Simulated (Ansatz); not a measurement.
`CN([SiH2]O)[SiH](O)F` and `CN([SiH2]O)[SiH2]Cl` differ in one atom or group.

Ansatz, PBE0-D4/def2-TZVP geometries, multiplicity 1. Each molecule was computed in one conformer, which needn't be the lowest.

```tsv
property	`CN([SiH2]O)[SiH](O)F`
size of the dipole moment (PBE/def2-TZVPP) / D	1.53
HOMO energy (PBE0/def2-TZVPP) / eV	-7.44
size of the dipole moment (ωB97M-V/def2-TZVPP) / D	1.60
size of the dipole moment (B3LYP/def2-TZVPP) / D	1.57
HOMO energy (ωB97M-V/def2-TZVPP) / eV	-9.73
LUMO energy (PBE0/def2-TZVPP) / eV	0.22
```

What does the change do to each property? (Best estimate.)

The calculation gave: 
```json
{"property": "size of the dipole moment (PBE/def2-TZVPP) / D", "`CN([SiH2]O)[SiH2]Cl`": "1.77", "shift": "0.24"}
{"property": "HOMO energy (PBE0/def2-TZVPP) / eV", "`CN([SiH2]O)[SiH2]Cl`": "-7.50", "shift": "-0.06"}
{"property": "size of the dipole moment (ωB97M-V/def2-TZVPP) / D", "`CN([SiH2]O)[SiH2]Cl`": "1.85", "shift": "0.25"}
{"property": "size of the dipole moment (B3LYP/def2-TZVPP) / D", "`CN([SiH2]O)[SiH2]Cl`": "1.87", "shift": "0.30"}
{"property": "HOMO energy (ωB97M-V/def2-TZVPP) / eV", "`CN([SiH2]O)[SiH2]Cl`": "-9.78", "shift": "-0.05"}
{"property": "LUMO energy (PBE0/def2-TZVPP) / eV", "`CN([SiH2]O)[SiH2]Cl`": "0.25", "shift": "0.03"}
```

Dipoles are sizes alone; their direction can turn.

B3LYP here is the variant with VWN-RPA as its local correlation; programs differ in this.
